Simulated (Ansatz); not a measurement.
Isolated molecules relaxed with PBE0-D4/def2-TZVP in Ansatz; ΔE leaves out vibrations. CCSD(T)/CBS is the MP2 limit (def2-TZVPP, def2-QZVPP) plus CCSD(T) − MP2 in def2-TZVPP, frozen cores. This one scheme is used for every species. DFT in def2-TZVPP. def2 core potentials past Kr. For Br, Sn outer-core shells are correlated without core-valence functions, which leaves a few kJ/mol of doubt a bond. Scalar relativity is left out up to krypton. Each species was taken in one conformer, which may not be the lowest.

Consider the formal hydrolysis of the Sn–C bond: `C[CH2][Sn]([CH3])([Br])[N](C)C` + H₂O → `C[CH2][Sn]([OH])([Br])[N](C)C` + CH₄.

| level | ΔE (kJ/mol) |
| --- | --- |
| r2SCAN-D4 | -56.7 |
| HF/def2-SVP | -59.3 |
| HF/def2-TZVPP | -60.7 |
| CCSD/def2-TZVPP | -46.1 |

Question: What does CCSD(T)/CBS give? (Best estimate.)

Answer: Computed: -44.7 kJ/mol. The listed levels differ from it by -12.0, -14.6, -16.0, -1.4 kJ/mol.

Largest T1 diagnostic among the species: 0.011.

The D4 term adds +6.6 kJ/mol with B3LYP and +4.1 kJ/mol with PBE0; it sums over pairs of atoms, weighted by their polarisabilities, and B3LYP, whose exchange is more repulsive, gets the larger term. Leaving LDA and LC-ωPBE aside and taking each functional with its dispersion term where it has one, the values, not all of them listed here, spread over 16.4 kJ/mol, from B97M-V to HSE06-D4. LDA lies +8.9 kJ/mol from PBE without D4. At CCSD(T), def2-SVP lies −14.1 kJ/mol from the extrapolated value and def2-TZVPP −1.5 kJ/mol.

B3LYP here is the variant with VWN-RPA as its local correlation; programs differ in this.
